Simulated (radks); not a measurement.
The numbers below are computed, except where a source is named.
Spin polarisation of the 6p2 shell in Bi+. Start: [Hg] 6p(up 1, down 1); electrons of 6p are moved from spin down to spin up, other shells keep equal spins. Code: a radial shooting solver on a logarithmic mesh with Libxc functionals. Model: scalar-relativistic Kohn-Sham, PBE, spin-polarised, spherical densities, finite nucleus; Fermi nuclear charge, rms radius of each element as measured or else 0.836 A^(1/3) + 0.57 fm.

moment (Bohr magnetons)  E - E(0) (eV)  e(6p up) (eV)  e(6p down) (eV)  6s down minus up (eV)
0                                0.000        -11.442          -11.442                  0.000
0.5                             -0.045        -11.615          -11.252                  0.313
1                               -0.182        -11.773          -11.046                  0.627
1.5                             -0.408        -11.913          -10.825                  0.941
2                               -0.726        -12.038          -10.575                  1.254

At moment 2 the spin-polarisation energy is -0.726 eV and the 6p exchange splitting 1.463 eV, that is 0.732 eV per Bohr magneton; E = -I m^2/4 would give I = 0.726 eV.
